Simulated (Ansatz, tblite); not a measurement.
Cost and result up the ladder for the cluster Pd2H⁻ (the lowest singlet isomer of a short search) (3 atoms). Total charge -1; singlet. Geometry: r2SCAN-D4/def2-TZVPD.

Cartesian coordinates in Å:
```
Pd 0.5544 -0.0047 1.6771
Pd -0.2458 -0.7034 -0.5577
H -0.3086 0.7081 -1.1195
```

Ansatz on 4 threads of Arm Neoverse V2 on a shared host; xTB runs through tblite on one thread. Times are rough, summed over both states, and most runs start from the orbitals of an earlier one. RPA@PBE/def2-TZVPD serves as the yardstick here, not as an exact answer. The other state is a triplet at its own geometry.

In the def2 sets Pd takes a core potential; there is no spin–orbit coupling. The xTB rows come from tblite. B3LYP takes the VWN-RPA correlation. HSE06 is defined as in plane-wave codes, on full-range PBE exchange. Correlated methods freeze no core orbitals; core or outer-core shells of Pd are correlated, in sets that lack core-valence functions. HOMO above LUMO, or a gap near zero within one spin, warns that the state may not be the lowest or that an electron is smeared out. The structure comes from a short search, and lower isomers may exist.

Run but left out: HF/STO-3G, B2PLYP/def2-TZVPD (singlet: restricted singlet, unstable in another Hartree–Fock run and untested here); HF/def2-TZVPD, HF/def2-TZVPPD, MP2/def2-TZVPD, MP2/def2-TZVPPD, CCSD/def2-TZVPPD, CCSD(T)/def2-TZVPPD (singlet: restricted singlet, unstable towards broken spin symmetry).

Correlated methods converge slowly with the basis.

xTB has no spin-polarisation term.

```tsv
level	functions	triplet − singlet (eV)	difference from RPA@PBE/def2-TZVPD (eV)	remarks
r2SCAN-D4/def2-TZVPD (with forces)	89	0.23	0.12	HOMO above zero (singlet), HOMO above zero (triplet)
B3LYP-D4/def2-TZVPD	89	0.32	0.21	HOMO above zero (singlet), HOMO above zero (triplet)
r2SCANh-D4/def2-TZVPD	89	0.21	0.09	HOMO above zero (singlet), HOMO above zero (triplet)
RPA@PBE/def2-TZVPD	89	0.12	0.00	test for broken spin undecided (singlet)
PBE0-D4/def2-TZVPD	89	0.29	0.17	HOMO above zero (singlet), HOMO above zero (triplet)
PBE-D4/def2-TZVPD	89	0.37	0.25	HOMO above zero (singlet), HOMO above zero (triplet)
HSE06-D4/def2-TZVPD	89	0.30	0.18	HOMO above zero (singlet), HOMO above zero (triplet)
GFN1-xTB	20	1.72	1.60	–
GFN2-xTB	19	0.57	0.46	–
LDA (SPW92)/def2-TZVPD	89	0.46	0.34	HOMO above zero (singlet), HOMO above zero (triplet), gap within one spin near zero (triplet), restricted, untested (singlet)
```

Estimate how long each takes.

GFN1-xTB 0.004 s; GFN2-xTB 0.004 s; LDA (SPW92)/def2-TZVPD 1.5 s; PBE-D4/def2-TZVPD 2.8 s; RPA@PBE/def2-TZVPD 3.1 s; HSE06-D4/def2-TZVPD 3.7 s; B3LYP-D4/def2-TZVPD 3.9 s; r2SCAN-D4/def2-TZVPD (with forces) 6.5 s; PBE0-D4/def2-TZVPD 6.6 s; r2SCANh-D4/def2-TZVPD 7.4 s. On shared hardware such times vary by a factor of up to 3.
